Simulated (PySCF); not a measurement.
CH5ClFNSi, SMILES N[Si@@H](Cl)CF.

The structure is a stationary point at B3LYP-D3(BJ)/def2-SVP. The structure was generated by enumeration; whether it is a known compound was not checked. Other conformers were not sampled.

Level of theory: B3LYP-D3(BJ)/def2-SVP in PySCF 2.14.0.

Frequencies are harmonic and unscaled.

Computed vibrational spectrum:
```json
[
 {"mode": "1", "ν (cm⁻¹)": "84", "IR (km/mol)": "4.7", "Raman (Å⁴/amu)": "0.0", "depolarisation": "–", "moving atoms (share of kinetic energy)": "F 35 %, H 25 %, C 19 %, N 9 %"},
 {"mode": "2", "ν (cm⁻¹)": "128", "IR (km/mol)": "7.6", "Raman (Å⁴/amu)": "0.9", "depolarisation": "0.75", "moving atoms (share of kinetic energy)": "F 27 %, Cl 22 %, Si 18 %, N 14 %, H 11 %, C 8 %"},
 {"mode": "3", "ν (cm⁻¹)": "192", "IR (km/mol)": "6.7", "Raman (Å⁴/amu)": "2.0", "depolarisation": "0.74", "moving atoms (share of kinetic energy)": "H 53 %, N 16 %, C 12 %, Cl 9 %"},
 {"mode": "4", "ν (cm⁻¹)": "223", "IR (km/mol)": "8.2", "Raman (Å⁴/amu)": "3.0", "depolarisation": "0.74", "moving atoms (share of kinetic energy)": "H 43 %, F 19 %, N 15 %, Cl 10 %, Si 9 %"},
 {"mode": "5", "ν (cm⁻¹)": "271", "IR (km/mol)": "10.3", "Raman (Å⁴/amu)": "3.2", "depolarisation": "0.60", "moving atoms (share of kinetic energy)": "H 33 %, Si 23 %, N 15 %, Cl 13 %, F 10 %"},
 {"mode": "6", "ν (cm⁻¹)": "329", "IR (km/mol)": "15.8", "Raman (Å⁴/amu)": "2.6", "depolarisation": "0.26", "moving atoms (share of kinetic energy)": "H 37 %, F 26 %, Cl 16 %, C 10 %, Si 8 %"},
 {"mode": "7", "ν (cm⁻¹)": "390", "IR (km/mol)": "156.9", "Raman (Å⁴/amu)": "2.5", "depolarisation": "0.06", "moving atoms (share of kinetic energy)": "H 63 %, N 31 %"},
 {"mode": "8", "ν (cm⁻¹)": "525", "IR (km/mol)": "132.0", "Raman (Å⁴/amu)": "4.9", "depolarisation": "0.27", "moving atoms (share of kinetic energy)": "Si 52 %, Cl 33 %, H 9 %"},
 {"mode": "9", "ν (cm⁻¹)": "640", "IR (km/mol)": "31.7", "Raman (Å⁴/amu)": "2.1", "depolarisation": "0.75", "moving atoms (share of kinetic energy)": "H 88 %"},
 {"mode": "10", "ν (cm⁻¹)": "694", "IR (km/mol)": "7.2", "Raman (Å⁴/amu)": "10.0", "depolarisation": "0.21", "moving atoms (share of kinetic energy)": "C 50 %, H 23 %, Si 20 %"},
 {"mode": "11", "ν (cm⁻¹)": "818", "IR (km/mol)": "103.6", "Raman (Å⁴/amu)": "6.2", "depolarisation": "0.66", "moving atoms (share of kinetic energy)": "H 82 %, Si 10 %"},
 {"mode": "12", "ν (cm⁻¹)": "831", "IR (km/mol)": "39.6", "Raman (Å⁴/amu)": "6.5", "depolarisation": "0.69", "moving atoms (share of kinetic energy)": "H 66 %, C 17 %, N 11 %"},
 {"mode": "13", "ν (cm⁻¹)": "892", "IR (km/mol)": "38.4", "Raman (Å⁴/amu)": "5.5", "depolarisation": "0.55", "moving atoms (share of kinetic energy)": "H 50 %, N 30 %, Si 17 %"},
 {"mode": "14", "ν (cm⁻¹)": "928", "IR (km/mol)": "183.2", "Raman (Å⁴/amu)": "4.4", "depolarisation": "0.32", "moving atoms (share of kinetic energy)": "H 50 %, Si 29 %, N 16 %"},
 {"mode": "15", "ν (cm⁻¹)": "1071", "IR (km/mol)": "79.7", "Raman (Å⁴/amu)": "4.3", "depolarisation": "0.74", "moving atoms (share of kinetic energy)": "C 50 %, F 40 %, H 9 %"},
 {"mode": "16", "ν (cm⁻¹)": "1236", "IR (km/mol)": "3.5", "Raman (Å⁴/amu)": "8.3", "depolarisation": "0.75", "moving atoms (share of kinetic energy)": "H 91 %"},
 {"mode": "17", "ν (cm⁻¹)": "1316", "IR (km/mol)": "2.4", "Raman (Å⁴/amu)": "1.6", "depolarisation": "0.12", "moving atoms (share of kinetic energy)": "H 73 %, C 25 %"},
 {"mode": "18", "ν (cm⁻¹)": "1451", "IR (km/mol)": "4.6", "Raman (Å⁴/amu)": "12.7", "depolarisation": "0.73", "moving atoms (share of kinetic energy)": "H 93 %"},
 {"mode": "19", "ν (cm⁻¹)": "1542", "IR (km/mol)": "51.9", "Raman (Å⁴/amu)": "6.9", "depolarisation": "0.71", "moving atoms (share of kinetic energy)": "H 89 %, N 11 %"},
 {"mode": "20", "ν (cm⁻¹)": "2276", "IR (km/mol)": "105.8", "Raman (Å⁴/amu)": "130.2", "depolarisation": "0.20", "moving atoms (share of kinetic energy)": "H 97 %"},
 {"mode": "21", "ν (cm⁻¹)": "3017", "IR (km/mol)": "16.5", "Raman (Å⁴/amu)": "114.6", "depolarisation": "0.10", "moving atoms (share of kinetic energy)": "H 95 %"},
 {"mode": "22", "ν (cm⁻¹)": "3073", "IR (km/mol)": "17.4", "Raman (Å⁴/amu)": "78.5", "depolarisation": "0.71", "moving atoms (share of kinetic energy)": "H 90 %, C 10 %"},
 {"mode": "23", "ν (cm⁻¹)": "3573", "IR (km/mol)": "38.7", "Raman (Å⁴/amu)": "128.1", "depolarisation": "0.12", "moving atoms (share of kinetic energy)": "H 96 %"},
 {"mode": "24", "ν (cm⁻¹)": "3666", "IR (km/mol)": "38.0", "Raman (Å⁴/amu)": "78.8", "depolarisation": "0.74", "moving atoms (share of kinetic energy)": "H 91 %, N 9 %"}
]
```
